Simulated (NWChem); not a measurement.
A series in which one site is exchanged, each optimised at PBE0/def2-SVP with NWChem, gas phase unless a solvent is named. All stand in one matching conformer (torsions within 35°), which need not be the lowest. For some, no frequency run checked for a minimum. def2 effective core potentials on Cd, Te; no spin-orbit coupling.

A: [Be]([SiH3])[SH] (BeSiH4S; site = Be)
B: [SiH3][Te]S (SiH4TeS; site = Te)
C: [SH][Mg][SiH3] (MgSiH₄S; site = Mg)
D: [SiH3][Cd][SH] (CdSiH₄S; site = Cd)

Values for A:

| Property | Value |
|---|---|
| dipole (D), PBE0/def2-SVP | 0.97 |
| orbital gap (eV), PBE0/def2-SVP | 6.35 |
| static polarisability, PBE/def2-SVPD (bohr³) | 74.9 |
| lowest singlet excitation, PBE/def2-SVPD, TDA (eV) | 4.43 |

**Question.** How do these values change for the other members?

**Answer.** 
```
change from A                                           B      C      D
--------------------------------------------------  -----  -----  -----
dipole (D), PBE0/def2-SVP                           +0.35  +0.03  +0.58
orbital gap (eV), PBE0/def2-SVP                     -1.70  -0.49  -0.59
static polarisability, PBE/def2-SVPD (bohr³)        +23.4  +18.9  +21.5
lowest singlet excitation, PBE/def2-SVPD, TDA (eV)  -1.48  -0.31  -0.40
```
